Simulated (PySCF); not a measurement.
Bond length, frequency and bond energy of AsC⁻ by level of theory

State: ¹Σ⁺ (singlet), closed shell. Set-up: basis As aug-pcseg-1, C aug-pcseg-1; no relativity; PySCF 2.14. De refers to As + C⁻ in their high-spin ground configurations, without counterpoise correction. A positive dipole points towards C; it is taken about the centre of mass and depends on that origin.

```json
{"Level": "RHF", "Re (Å)": "1.696", "ωe (cm⁻¹)": "1093", "De (eV)": "n/a", "μ (D)": "-3.85"}
{"Level": "RHF-MP2", "Re (Å)": "1.743", "ωe (cm⁻¹)": "929", "De (eV)": "5.71", "μ (D)": "n/a"}
{"Level": "RHF-SCS-MP2", "Re (Å)": "1.740", "ωe (cm⁻¹)": "940", "De (eV)": "n/a", "μ (D)": "n/a"}
{"Level": "RHF-CCSD", "Re (Å)": "1.728", "ωe (cm⁻¹)": "984", "De (eV)": "4.98", "μ (D)": "n/a"}
{"Level": "RHF-CCSD(T)", "Re (Å)": "1.744", "ωe (cm⁻¹)": "933", "De (eV)": "5.38", "μ (D)": "n/a"}
{"Level": "LDA", "Re (Å)": "1.717", "ωe (cm⁻¹)": "980", "De (eV)": "6.97", "μ (D)": "-4.04"}
{"Level": "PBE", "Re (Å)": "1.736", "ωe (cm⁻¹)": "950", "De (eV)": "6.07", "μ (D)": "-3.96"}
{"Level": "r²SCAN", "Re (Å)": "1.721", "ωe (cm⁻¹)": "991", "De (eV)": "5.67", "μ (D)": "-3.94"}
{"Level": "TPSSh", "Re (Å)": "1.724", "ωe (cm⁻¹)": "984", "De (eV)": "5.67", "μ (D)": "-3.90"}
{"Level": "PBE0", "Re (Å)": "1.715", "ωe (cm⁻¹)": "1012", "De (eV)": "5.63", "μ (D)": "-4.01"}
{"Level": "MN15", "Re (Å)": "1.704", "ωe (cm⁻¹)": "1038", "De (eV)": "5.79", "μ (D)": "-3.98"}
{"Level": "ωB97X", "Re (Å)": "1.699", "ωe (cm⁻¹)": "1063", "De (eV)": "5.97", "μ (D)": "-4.19"}
```

The bond length runs from 1.696 Å (RHF) to 1.744 Å (RHF-CCSD(T)). De spans 4.98 eV (RHF-CCSD, coupled cluster) to 6.97 eV (LDA, local density).

Correlated steps freeze 10 core orbitals. Correlated levels converge slowly with the basis: in double zeta they bind strong bonds too weakly, by up to about 1 eV, and carry superposition errors of some tenths. For an ion De counts to the pair picked by the measured ionisation energies or electron affinities, which need not be the lowest pair at this level. Where the molecule has an RHF reference, its open-shell atoms are computed with UHF. The highest Kohn–Sham level is positive in this anion. Much of that is self-interaction error, but it also means that the finite basis helps to hold the extra electron. The CCSD T1 diagnostic is raised, a sign that a single reference may not be enough here.

The whole job (state search and all levels along the bond) took about 2.9 min on 1 thread of Arm Neoverse V2 (shared host), peak memory 0.82 GiB.
